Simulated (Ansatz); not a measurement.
Consider the formal exchange of groups at the Al–F bond: `O[BH][AlH][F]` + BH₃ → `[BH2][AlH][BH]O` + H–F.

Program: Ansatz. Geometries: PBE0-D4/def2-TZVP. ΔE: electronic, gas phase. CCSD(T)/CBS adds triple-zeta CCSD(T) − MP2 to the extrapolated MP2 energy (def2 sets, frozen cores). This one scheme is used for every species. DFT in def2-TZVPP. HSE06 is defined as in plane-wave codes. One conformer a species, not always the lowest.

CCSD(T)/CBS gives +51.2 kcal/mol.

Question: Another level gave +52.3 kcal/mol. Which?
A. BLYP/def2-TZVPP
B. r2SCANh/def2-TZVPP
C. HSE06-D4/def2-TZVPP
D. B2PLYP/def2-TZVPP

Answer: A. BLYP 52.3, r2SCANh 50.8, B2PLYP 53.8, HSE06-D4 47.3 kcal/mol.

Largest T1 diagnostic among the species: 0.014.

At CCSD(T), def2-SVP lies +1.8 kcal/mol from the extrapolated value and def2-TZVPP −0.1 kcal/mol. From PBE to PBE0 (25 % exact exchange), in def2-TZVPP and without D4, ΔE moves by +1.3 kcal/mol. In def2-TZVPP, CCSD(T) changes the Hartree–Fock value by −5.5 kcal/mol (the triples alone add −0.6 kcal/mol) and MP2 by −2.9 kcal/mol.
